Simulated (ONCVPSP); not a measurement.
**Configuration tests for Tl (Z = 81) (ONCV)**

ONCVPSP 4.0.1 input, shortened (lines: element, Z, core and valence counts, functional; n l f; lmax; l rc ep ncon nbas qcut; lloc lpopt rc5 dvloc0; l nproj debl; icmod fcfact rcfact), LDA (Perdew-Wang 92), scalar-relativistic:

```
  Tl 81.00   11    3  -001012      upf
    1    0    2.00
    2    0    2.00
    2    1    6.00
    3    0    2.00
    3    1    6.00
    3    2   10.00
    4    0    2.00
    4    1    6.00
    4    2   10.00
    5    0    2.00
    5    1    6.00
    4    3   14.00
    5    2   10.00
    6    0    2.00
    3
    0    2.15    0.00    4    7    2.60
    1    1.85    0.43    5    8    3.60
    2    1.55    0.00    4    9    8.30
    3    0.85    0.00    4    9   22.30
    4    5    0.80    3.00
    0    2    3.70
    1    2    1.60
    2    3    2.10
    3    2    3.70
    0    0.00    0.00
```

In the p channel the program set the typed energies aside and used 0.050, 1.650 Ha. In the f channel the program set the typed energies aside and used -4.475, 0.250 Ha.

Energies are relative to the spin-unpolarised reference configuration 4f14 5d10 6s2; without spin polarisation the order of configurations can differ from experiment.

```csv
valence configuration,charge,ΔE all-electron (eV),error AE − PS (meV)
4f14 5d10 6s1,+2,21.195,-5.4
4f14 5d10 6s0,+3,51.792,-5.5
4f13 5d10 6s2 6p1,+1,121.883,-1064
```

What are ΔE and the potential's error for 4f14 5d10 6s2 6p1?

ΔE = -5.403 eV all-electron; the error (AE − PS) is +1.9 meV.

Levels in the configuration 4f13 5d10 6s2 6p1:

```
level  all-electron (eV)  pseudo (eV)
   4f           -140.620     -142.784
   5d            -29.102      -29.608
   6s            -19.317      -19.132
   6p            -10.107      -10.034
```

Note: ghosts flagged at negative energy: s at -433.4 eV, p at -1589.9 eV, p at -75.7 eV; GHOST(+) flagged for s at 39.5 eV, p at 261.5 eV. A true bound ghost makes a file unfit for plane-wave use.
